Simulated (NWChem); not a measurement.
Everything below was run with NWChem. System: disulfane (H2S2), charge 0, spin multiplicity 1, at a geometry optimised with B3LYP/def2-SVP. Level: TPSS/def2-TZVP.

The NWChem input:

```
start mol
memory heap 200 mb stack 900 mb global 1100 mb
geometry units angstroms nocenter noautoz
  S      0.928726     0.489244     0.055516
  S     -0.928726    -0.489244     0.055516
  H      1.546079    -0.267861    -0.888263
  H     -1.546079     0.267861    -0.888263
  symmetry group C2
end
basis spherical
  * library def2-tzvp
end
dft
  xc xtpss03 ctpss03
  semidirect memsize 60000000 filesize 0
  iterations 100
  grid fine
end
task dft energy
```

NWChem printed:

```
             Northwest Computational Chemistry Package (NWChem) 7.3.0
             --------------------------------------------------------

                                NWChem Input Module
                                -------------------

 Scaling coordinates for geometry "geometry" by  1.889725989
 (inverse scale =  0.529177249)

 Turning off AUTOSYM since
 SYMMETRY directive was detected!

                             Geometry "geometry" -> ""
                             -------------------------

 Output coordinates in angstroms (scale by  1.889725989 to convert to a.u.)

  No.       Tag          Charge          X              Y              Z
 ---- ---------------- ---------- -------------- -------------- --------------
    1 S                   16.0000     0.92872600     0.48924400     0.05551600
    2 S                   16.0000    -0.92872600    -0.48924400     0.05551600
    3 H                    1.0000     1.54607900    -0.26786100    -0.88826300
    4 H                    1.0000    -1.54607900     0.26786100    -0.88826300

 Effective nuclear repulsion energy (a.u.)      83.5333132791

            Nuclear Dipole moment (a.u.)
            ----------------------------
        X                 Y               Z
 ---------------- ---------------- ----------------
     0.0000000000     0.0000000000    -0.0000264562

      Symmetry information
      --------------------

 Group name             C2
 Group number              4
 Group order               2
 No. of unique centers     2

      Symmetry unique atoms

     1    3


 Summary of "ao basis" -> "" (spherical)
 ------------------------------------------------------------------------------
       Tag                 Description            Shells   Functions and Types
 ---------------- ------------------------------  ------  ---------------------
 *                         def2-tzvp                  on all atoms

                                 NWChem DFT Module
                                 -----------------

 Summary of "ao basis" -> "ao basis" (spherical)
 ------------------------------------------------------------------------------
       Tag                 Description            Shells   Functions and Types
 ---------------- ------------------------------  ------  ---------------------
 S                         def2-tzvp                13       37   5s5p2d1f
 H                         def2-tzvp                 4        6   3s1p

 Summary of "ao basis" -> "ao basis" (spherical)
 ------------------------------------------------------------------------------
       Tag                 Description            Shells   Functions and Types
 ---------------- ------------------------------  ------  ---------------------
 S                         def2-tzvp                13       37   5s5p2d1f
 H                         def2-tzvp                 4        6   3s1p

      Symmetry analysis of basis
      --------------------------

        a          43
        b          43

            General Information
            -------------------
          SCF calculation type: DFT
          Wavefunction type:  closed shell.
          No. of atoms     :     4
          No. of electrons :    34
           Alpha electrons :    17
            Beta electrons :    17
          Charge           :     0
          Spin multiplicity:     1
          Use of symmetry is: on ; symmetry adaption is: on
          Maximum number of iterations: 100
          AO basis - number of functions:    86
                     number of shells:    34
          Convergence on energy requested:  1.00D-06
          Convergence on density requested:  1.00D-05
          Convergence on gradient requested:  5.00D-04

              XC Information
              --------------
                  TPSS metaGGA Exchange Functional  1.000
             TPSS03 metaGGA Correlation Functional  1.000

             Grid Information
             ----------------
          Grid used for XC integration:  fine
          Radial quadrature: Mura-Knowles
          Angular quadrature: Lebedev.
          Tag              B.-S. Rad. Rad. Pts. Rad. Cut. Ang. Pts.
          ---              ---------- --------- --------- ---------
          S                   1.00      123          10.0       770
          H                   0.35       60          10.0       590
          Grid pruning is: on
          Number of quadrature shells:   183
          Spatial weights used:  Erf1

          Convergence Information
          -----------------------
          Convergence aids based upon iterative change in
          total energy or number of iterations.
          Levelshifting, if invoked, occurs when the
          HOMO/LUMO gap drops below (HL_TOL):  1.00D-02
          DIIS, if invoked, will attempt to extrapolate
          using up to (NFOCK): 10 stored Fock matrices.

                    Damping( 0%)  Levelshifting(0.5)       DIIS
                  --------------- ------------------- ---------------
          dE  on:    start            ASAP                start
          dE off:    2 iters        100 iters           100 iters

      Screening Tolerance Information
      -------------------------------
          Density screening/tol_rho:  1.00D-10
          AO Gaussian exp screening on grid/accAOfunc:  14
          CD Gaussian exp screening on grid/accCDfunc:  20
          XC Gaussian exp screening on grid/accXCfunc:  20
          Schwarz screening/accCoul:  1.00D-08

      Superposition of Atomic Density Guess
      -------------------------------------

 Sum of atomic energies:        -795.95862108

      Non-variational initial energy
      ------------------------------

 Total energy =    -796.305802
 1-e energy   =   -1266.153061
 2-e energy   =     386.313946
 HOMO         =      -0.290251
 LUMO         =      -0.021999

      Symmetry analysis of molecular orbitals - initial
      -------------------------------------------------

  Numbering of irreducible representations:

     1 a           2 b

  Orbital symmetries:

     1 b           2 a           3 a           4 b           5 a
     6 b           7 a           8 b           9 a          10 b
    11 a          12 b          13 a          14 b          15 a
    16 b          17 a          18 b          19 a          20 b
    21 a          22 b          23 a          24 b          25 a
    26 b          27 b

------------------------------------------------------------
EAF file 0: "./mol.aoints.0" size=524288 bytes
------------------------------------------------------------
               write      read    awrite     aread      wait
               -----      ----    ------     -----      ----
     calls:        1         0         0         0         0
   data(b): 5.24e+05  0.00e+00  0.00e+00  0.00e+00
   time(s): 0.00e+00  0.00e+00  0.00e+00  0.00e+00  0.00e+00
rate(mb/s): 0.00e+00  0.00e+00
------------------------------------------------------------

   convergence    iter        energy       DeltaE   RMS-Dens  Diis-err    time
 ---------------- ----- ----------------- --------- --------- ---------  ------
 d= 0,ls=0.0,diis     1   -797.6247578053 -8.81D+02  5.75D-03  6.52D-01     1.4
 d= 0,ls=0.0,diis     2   -797.6431726105 -1.84D-02  3.86D-03  1.00D-01     1.7
 d= 0,ls=0.0,diis     3   -797.6510771830 -7.90D-03  1.47D-03  5.41D-02     2.1
 d= 0,ls=0.0,diis     4   -797.6592614154 -8.18D-03  1.93D-04  4.05D-04     2.5
 d= 0,ls=0.0,diis     5   -797.6593228365 -6.14D-05  5.18D-05  3.16D-05     2.8
  Resetting Diis
 d= 0,ls=0.0,diis     6   -797.6593270889 -4.25D-06  1.61D-05  3.63D-06     3.2
 d= 0,ls=0.0,diis     7   -797.6593275903 -5.01D-07  4.74D-06  8.03D-08     3.6

         Total DFT energy =     -797.659327590337
      One electron energy =    -1267.497007679281
           Coulomb energy =      438.450903245548
    Exchange-Corr. energy =      -52.146536435678
 Nuclear repulsion energy =       83.533313279074

 Numeric. integr. density =       34.000000501477

     Total iterative time =      3.2s

                  Occupations of the irreducible representations
                  ----------------------------------------------

                     irrep           alpha         beta
                     --------     --------     --------
                     a                 9.0          9.0
                     b                 8.0          8.0

                       DFT Final Molecular Orbital Analysis
                       ------------------------------------

 Vector   15  Occ=2.000000D+00  E=-3.266968D-01  Symmetry=a
              MO Center= -1.3D-15,  1.4D-15,  1.4D-01, r^2= 2.8D+00
   Bfn.  Coefficient  Atom+Function         Bfn.  Coefficient  Atom+Function
  ----- ------------  ---------------      ----- ------------  ---------------
    15      0.246438  1 S  px                52     -0.246438  2 S  px
    17      0.185684  1 S  pz                54      0.185684  2 S  pz
     5      0.184177  1 S  s                 42      0.184177  2 S  s
    16      0.179655  1 S  py                53     -0.179655  2 S  py
     4      0.146895  1 S  s                 41      0.146895  2 S  s

 Vector   16  Occ=2.000000D+00  E=-2.363490D-01  Symmetry=b
              MO Center=  1.4D-12,  7.6D-13,  8.8D-02, r^2= 2.7D+00
   Bfn.  Coefficient  Atom+Function         Bfn.  Coefficient  Atom+Function
  ----- ------------  ---------------      ----- ------------  ---------------
    17      0.307614  1 S  pz                54     -0.307614  2 S  pz
    20      0.216148  1 S  pz                57     -0.216148  2 S  pz
    16     -0.176484  1 S  py                53     -0.176484  2 S  py
    14      0.145160  1 S  pz                51     -0.145160  2 S  pz
    19     -0.130124  1 S  py                56     -0.130124  2 S  py

 Vector   17  Occ=2.000000D+00  E=-2.361863D-01  Symmetry=a
              MO Center= -1.4D-12, -7.5D-13, -6.7D-02, r^2= 2.7D+00
   Bfn.  Coefficient  Atom+Function         Bfn.  Coefficient  Atom+Function
  ----- ------------  ---------------      ----- ------------  ---------------
    16      0.301771  1 S  py                53     -0.301771  2 S  py
    19      0.217048  1 S  py                56     -0.217048  2 S  py
    17     -0.201678  1 S  pz                54     -0.201678  2 S  pz
    20     -0.146060  1 S  pz                57     -0.146060  2 S  pz
    13      0.143240  1 S  py                50     -0.143240  2 S  py

 Vector   18  Occ=0.000000D+00  E=-7.704160D-02  Symmetry=b
              MO Center= -1.6D-14, -6.7D-15,  2.3D-02, r^2= 3.6D+00
   Bfn.  Coefficient  Atom+Function         Bfn.  Coefficient  Atom+Function
  ----- ------------  ---------------      ----- ------------  ---------------
    18      0.552788  1 S  px                55      0.552788  2 S  px
     5     -0.458502  1 S  s                 42      0.458502  2 S  s
    15      0.366629  1 S  px                52      0.366629  2 S  px
    19      0.263847  1 S  py                56      0.263847  2 S  py
    16      0.177324  1 S  py                53      0.177324  2 S  py

 Vector   19  Occ=0.000000D+00  E=-1.321710D-02  Symmetry=a
              MO Center= -4.5D-13, -6.2D-14, -4.5D-01, r^2= 4.7D+00
   Bfn.  Coefficient  Atom+Function         Bfn.  Coefficient  Atom+Function
  ----- ------------  ---------------      ----- ------------  ---------------
    77      0.920646  3 H  s                 83      0.920646  4 H  s
     5     -0.583733  1 S  s                 42     -0.583733  2 S  s
    19      0.348452  1 S  py                56     -0.348452  2 S  py
    18     -0.340594  1 S  px                55      0.340594  2 S  px
    20      0.330059  1 S  pz                57      0.330059  2 S  pz

 Vector   20  Occ=0.000000D+00  E=-3.844075D-03  Symmetry=b
              MO Center=  4.7D-13, -4.2D-14, -4.7D-01, r^2= 4.5D+00
   Bfn.  Coefficient  Atom+Function         Bfn.  Coefficient  Atom+Function
  ----- ------------  ---------------      ----- ------------  ---------------
    77      0.939230  3 H  s                 83     -0.939230  4 H  s
     5     -0.557918  1 S  s                 42      0.557918  2 S  s
    20      0.483759  1 S  pz                57     -0.483759  2 S  pz
    18     -0.264733  1 S  px                55     -0.264733  2 S  px
    19      0.256083  1 S  py                56      0.256083  2 S  py

 center of mass
 --------------
 x =   0.00000000 y =   0.00000000 z =   0.05040896

 moments of inertia (a.u.)
 ------------------
          61.389396540702        -100.774652231030           0.000000000000
        -100.774652231030         220.379336331190           0.000000000000
           0.000000000000           0.000000000000         269.337766377200

     Multipole analysis of the density
     ---------------------------------

     L   x y z        total         alpha         beta         nuclear
     -   - - -        -----         -----         ----         -------
     0   0 0 0     -0.000000    -17.000000    -17.000000     34.000000

     1   1 0 0      0.000000      0.000000      0.000000      0.000000
     1   0 1 0     -0.000000     -0.000000     -0.000000      0.000000
     1   0 0 1     -0.481539     -0.240756     -0.240756     -0.000026

     2   2 0 0    -18.006058    -66.821674    -66.821674    115.637290
     2   1 1 0     -0.587844    -24.776581    -24.776581     48.965318
     2   1 0 1     -0.000000     -0.000000     -0.000000      0.000000
     2   0 2 0    -20.942943    -24.403995    -24.403995     27.865048
     2   0 1 1      0.000000      0.000000      0.000000      0.000000
     2   0 0 2    -20.000738    -12.994076    -12.994076      5.987415

 Task  times  cpu:        3.6s     wall:        3.6s

 Total times  cpu:        3.6s     wall:        3.6s
```
